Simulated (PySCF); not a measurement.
Gas-phase XPS of `CC(=O)c1ccco1`, computed

Species: C6H6O2.
Z-matrix (Å and degrees, PBE0-D3(BJ)/def2-SVP geometry), rows numbered from 1:
```
C 
C   1  1.5060
O   2  1.2125  1  122.94
C   2  1.4703  1  117.03  3  -179.89
C   4  1.3716  2  131.04  1   179.84
C   5  1.4214  4  106.20  2  -179.79
C   6  1.3682  5  105.79  4    -0.03
O   7  1.3403  6  110.73  5     0.00
H   1  1.1010  2  110.39  3   119.85
H   1  1.0964  2  108.95  3    -1.07
H   1  1.1008  2  110.57  3  -122.28
H   5  1.0874  4  125.07  2     0.18
H   6  1.0878  5  127.77  4   179.99
H   7  1.0875  6  132.96  5   179.98
```

Method used: delta-SCF UKS SCAN, pcX-2 on the ionised atom, pcseg-1 elsewhere, spin-free X2C in PySCF. Vertical ΔSCF values, vacuum level as zero.

Q: What binding energy does each computed site have?

A: 
```tsv
atom(s)	bonded to	level	binding energy (eV)	above the level's lowest (eV)	count
C1	C and 3 H	C 1s	290.88	+0.08	1
C2	O (double bond) and 2 C	C 1s	293.07	+2.27	1
O3	C (double bond)	O 1s	536.92	0.00	1
C4	O (aromatic in the SMILES), C (aromatic in the SMILES) and C	C 1s	291.87	+1.07	1
C5	2 C (aromatic in the SMILES) and H	C 1s	290.80	0.00	1
C6	2 C (aromatic in the SMILES) and H	C 1s	290.89	+0.09	1
C7	O (aromatic in the SMILES), C (aromatic in the SMILES) and H	C 1s	292.06	+1.26	1
O8	2 C (aromatic in the SMILES)	O 1s	540.40	+3.48	1
```

The listed C 1s values span 2.27 eV, from C5 (bonded to 2 C (aromatic in the SMILES) and H) to C2 (bonded to O (double bond) and 2 C). The widest gap between neighbouring values is 1.01 eV, between 292.06 and 293.07 eV. Summing the Pauling electronegativity differences to the bonded atoms, each weighted by its formal bond order, gives -0.35 for the lowest site and +1.78 for the highest; no listed site has a larger sum than the highest. The smallest sum, -1.05, belongs to C1, 0.08 eV above the lowest. The values 290.88 and 290.89 eV lie too close for their order to be trusted.

The listed O 1s values span 3.48 eV, from O3 (bonded to C (double bond)) to O8 (bonded to 2 C (aromatic in the SMILES)).

Q: Which effective nuclear charge Zeff reproduces each element's mean 1s value in the hydrogen-like formula E = 13.606 eV × Zeff²?

A: C (Z = 6): mean 291.6 eV, Zeff = 4.63, Z − Zeff = 1.37; O (Z = 8): mean 538.7 eV, Zeff = 6.29, Z − Zeff = 1.71. Means run over the listed sites, weighted by atom count.

The structure is a single PBE0-D3(BJ)/def2-SVP conformer in the gas phase; no vibrational or solvent corrections.
